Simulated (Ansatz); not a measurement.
Wavefunction ladder for GeH6NOSb, SMILES `[NH2][GeH]([OH])[SbH2]`

Z-matrix (Å, degrees):
```
Ge
O 1 1.784
Sb 1 2.646 2 106.9
N 1 1.825 2 102.5 3 -125.0
H 1 1.546 2 111.2 3 121.4
H 2 0.960 1 112.6 3 -39.9
H 3 1.709 1 89.8 2 -172.8
H 3 1.708 1 89.8 2 -81.3
H 4 1.010 1 114.9 2 72.4
H 4 1.011 1 114.2 2 -160.6
```

The species carries charge 0 and has multiplicity 1. Correlated methods include outer-core shells of Ge, Sb, which these sets cover unevenly. Scalar relativity is left out up to krypton. Sb takes the def2 core potential. The geometry is a stationary point of PBE0-D4/def2-TZVP. It is one conformer, not always the lowest. Frozen core, restricted reference, Ansatz 0.2.0.

```json
{"basis": "def2-SVP", "HF (Eh)": "-2447.08561", "MP2 corr.": "-0.71559", "CCSD corr.": "-0.74904", "(T)": "-0.02065", "CCSD(T) total": "-2447.85530"}
{"basis": "def2-TZVPP", "HF (Eh)": "-2447.53231", "MP2 corr.": "-1.07449", "CCSD corr.": "-1.08627", "(T)": "-0.03828", "CCSD(T) total": "-2448.65686"}
{"basis": "def2-QZVPP", "HF (Eh)": "-2447.58286", "MP2 corr.": "-1.61310", "CCSD corr.": "–", "(T)": "–", "CCSD(T) total": "–"}
```
